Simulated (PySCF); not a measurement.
PbI₂, SMILES [I][Pb][I] (connectivity only; charge and spin as stated), neutral, multiplicity 1. Atoms are numbered in the order given.

```xyz
3

Pb     0.0000     0.0000     1.0111
I      0.0000     2.2184    -0.7822
I      0.0000    -2.2184    -0.7822
```
Charge 0, spin multiplicity 1.

Coordinates come from a PBE-D3(BJ)/def2-SVP optimisation. The isomer is the one that the SMILES or the coordinates give; other isomers of the formula were not compared. The def2 effective core potentials stand for the cores of I, Pb; spin–orbit coupling is left out.

Computed with PBE-D3(BJ)/def2-SVP (PySCF 2.14.0).

Frequencies are harmonic and unscaled.

```tsv
mode	ν (cm⁻¹)	IR (km/mol)	moving atoms (share of kinetic energy)
1	46	0.3	I 80 %, Pb 20 %
2	158	30.1	I 57 %, Pb 43 %
3	160	7.7	I 65 %, Pb 35 %
```
